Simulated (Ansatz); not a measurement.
Ansatz results at the PBE0-D4/def2-TZVP geometry: HOMO–LUMO gap (B3LYP/def2-TZVPP) 5.97 eV; HOMO–LUMO gap (PBE/def2-TZVPP) 4.39 eV; HOMO–LUMO gap (ωB97M-V/def2-TZVPP) 10.27 eV.

Each molecule was computed in one conformer, which needn't be the lowest.

(1) Which molecule gave them?
A. `O[SiH2]B(F)Br`
B. `B/C(O)=C(\O)F`
C. `OB1N[SiH2]1`
D. `NB1O[SiH2]1`

Results:

(1) D. The others give `B/C(O)=C(\O)F`: 4.27, 2.67, 8.78; `OB1N[SiH2]1`: 6.34, 4.82, 10.49; `O[SiH2]B(F)Br`: 6.05, 4.21, 10.61.

B3LYP here is the variant with VWN-RPA as its local correlation; programs differ in this.
